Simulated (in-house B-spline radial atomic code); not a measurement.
# Li: [He] 4d1 (an excited or competing configuration)

Level of theory: Dirac-Hartree-Fock, average of configuration, Fermi nucleus of rms radius 2.444 fm; calculated with a radial B-spline atomic code at the basis-set limit.

Screening seen three ways: the hydrogenic charge with the same mean radius, Z_r = [3n² - l(l+1)]/(2<r>), the one with the same energy, Z_e = n√(-2ε), and Slater's rules. Values are occupation-weighted means over j.

```tsv
shell	electrons	ε (eV)	<r> (bohr)	Z_r	Z_e	Slater
1s	2	-74.29	0.5723	2.62	2.34	2.70
4d	1	-0.85046	21	1.00	1.00	1.00
```

The least bound orbital is 4d5/2 at -0.8505 eV, and it is also the most diffuse (<r> = 21 bohr).

Spin-orbit splittings of the orbital energies (j = l + 1/2 above j = l - 1/2 when positive): 4d 1.89e-06 eV.

For the 1s electron the small component carries 0.00963 % of the norm, the zero-frequency Breit interaction raises the level by 0.007014 eV, self-energy by 0.001627 eV, and vacuum polarisation lowers it by 5.644e-05 eV.
